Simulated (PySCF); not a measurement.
Molfile (atoms numbered from 1):
```
C5H5F5O
     RDKit          3D

 16 15  0  0  0  0  0  0  0  0999 V2000
    0.5381    1.1643   -1.2651 C   0  0  0  0  0  0  0  0  0  0  0  0
    0.1755    0.1598   -0.4796 C   0  0  0  0  0  0  0  0  0  0  0  0
    0.8669   -0.4301    0.5222 O   0  0  0  0  0  0  0  0  0  0  0  0
    2.1695    0.0493    0.7856 C   0  0  0  0  0  0  0  0  0  0  0  0
   -1.1768   -0.5191   -0.6187 C   0  0  0  0  0  0  0  0  0  0  0  0
   -1.0495   -1.7806   -1.0984 F   0  0  0  0  0  0  0  0  0  0  0  0
   -1.9764    0.1319   -1.4919 F   0  0  0  0  0  0  0  0  0  0  0  0
   -1.9277   -0.5947    0.7401 C   0  0  0  0  0  0  0  0  0  0  0  0
   -1.3889   -1.4849    1.5657 F   0  0  0  0  0  0  0  0  0  0  0  0
   -3.2066   -0.9246    0.5723 F   0  0  0  0  0  0  0  0  0  0  0  0
   -1.8993    0.5949    1.3509 F   0  0  0  0  0  0  0  0  0  0  0  0
    1.4923    1.6463   -1.1729 H   0  0  0  0  0  0  0  0  0  0  0  0
   -0.1265    1.5276   -2.0246 H   0  0  0  0  0  0  0  0  0  0  0  0
    2.5478   -0.5722    1.5940 H   0  0  0  0  0  0  0  0  0  0  0  0
    2.1430    1.0953    1.1026 H   0  0  0  0  0  0  0  0  0  0  0  0
    2.8110   -0.0543   -0.0936 H   0  0  0  0  0  0  0  0  0  0  0  0
  1  2  2  0
  2  3  1  0
  3  4  1  0
  2  5  1  0
  5  6  1  0
  5  7  1  0
  5  8  1  0
  8  9  1  0
  8 10  1  0
  8 11  1  0
  1 12  1  0
  1 13  1  0
  4 14  1  0
  4 15  1  0
  4 16  1  0
M  END
```

One conformer, no relativistic terms, one averaged value for each set of equivalent atoms, isolated molecule. GFN2-xTB structure; GIAO PBE0/pcSseg-1 shieldings; PySCF 2.14.0 with density-fitted response routines.

Chemical shifts δ = σref − σ; $^{13}$C (186.93 ppm), $^{1}$H (31.72 ppm) vs TMS; H2O for $^{17}$O (336.08 ppm); $^{19}$F (170.95 ppm) vs CFCl3, all at this level.

```tsv
atoms	nucleus	count	δ (ppm)
C5	$^{13}$C	1	?
F9/F10/F11	$^{19}$F	3	?
C2	$^{13}$C	1	163.3
O3	$^{17}$O	1	115.9
C8	$^{13}$C	1	128.7
C1	$^{13}$C	1	91.1
H12	$^{1}$H	1	4.50
H13	$^{1}$H	1	5.21
H14/H15/H16	$^{1}$H	3	3.87
C4	$^{13}$C	1	56.9
F6/F7	$^{19}$F	2	?
```

Problem. Estimate the values marked ?.

Solution. 
- C5: 117.5 ppm, allylic fully substituted sp3 carbon bonded to 2 F; 2 electronegative neighbours deshield it
- F9/F10/F11: -93.7 ppm, fluorine of a CF3 group
- F6/F7: -136.3 ppm, fluorine of a CF2 group

Shifts are as computed. Against solution values, carbons near 30 ppm lie about +3 ppm off and those near 130 ppm about +5 ppm. Of 1211 compounds with measured shifts, 218 miss one by over three times the rms of a fit or turn the order of signals round; such compounds aren't used in these exercises. Unscaled 19F shifts against computed CFCl3 carry errors that often reach 10 to 50 ppm. Experimental scales use liquid or dissolved standards, which lie at an offset from isolated H2O (liquid H2O: subtract about 36 ppm).
